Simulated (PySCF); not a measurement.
GeH₇NOSi, SMILES [OH][GeH2][NH][SiH3].

Geometry: ωB97X-D3(BJ)/def2-SVP. This is a generated structure with no PubChem entry under its InChIKey; it may be hypothetical. Other conformers were not sampled.

Two levels are set side by side: TDDFT-PBE/def2-SVPD (PySCF) and TDDFT-PBE0/def2-SVPD (PySCF). Vertical, same geometry. The lowest singlet is HOMO→LUMO 96 % with PBE and HOMO→LUMO 93 % with the other functional; states are paired by order. Differences are taken from unrounded values.

```csv
quantity,TDDFT-PBE0,TDDFT-PBE,TDDFT-PBE minus TDDFT-PBE0
lowest singlet excitation (eV),6.16,5.50,-0.66
lowest triplet excitation (TDA) (eV),5.78,5.19,-0.59
```

A lower first singlet is the usual sign of a functional without exact exchange. Differences between two approximate levels are no errors against the true value.

Rough cost on one machine, each run with all the roots and properties that it gave: TDDFT-PBE0 against TDDFT-PBE about 4 times.
